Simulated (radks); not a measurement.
Question: All-electron atom: Ag27+ in [Ar] 3d2 (the NIST ground configuration). Method: scalar-relativistic Kohn-Sham, exchange-only LDA, spin-polarised, spherical densities, point nucleus; open shells are filled with parallel spins first (spin-orbit coupling, left out, can overturn this in heavy ions); computed with a radial shooting solver on a logarithmic mesh with Libxc functionals. Some entries of the table are withheld. Estimate them.

orbital,occ.,eigenvalue (eV),r(max) (bohr),<r> (bohr)
1s up,1,-26516.36,0.02018,0.03114
1s down,1,-26516.20,0.02018,0.03114
2s up,1,-4927.221,0.1138,0.1342
2s down,1,-4920.636,0.1137,0.1341
2p up,3,-4551.775,0.09094,0.1169
2p down,3,-4546.707,0.09088,0.1168
3s up,1,-1705.355,(1),0.3401
3s down,1,-1697.861,(2),0.3407
3p up,3,-1584.256,0.3065,(3)
3p down,3,-1576.536,0.3069,(4)
3d up,2,-1417.010,0.2479,0.2977
3d down,0,-1407.707,0.2483,0.2985

Answer: 
(1) 3s up r(max) (bohr): 0.3169
(2) 3s down r(max) (bohr): 0.3172
(3) 3p up <r> (bohr): 0.3322
(4) 3p down <r> (bohr): 0.3330
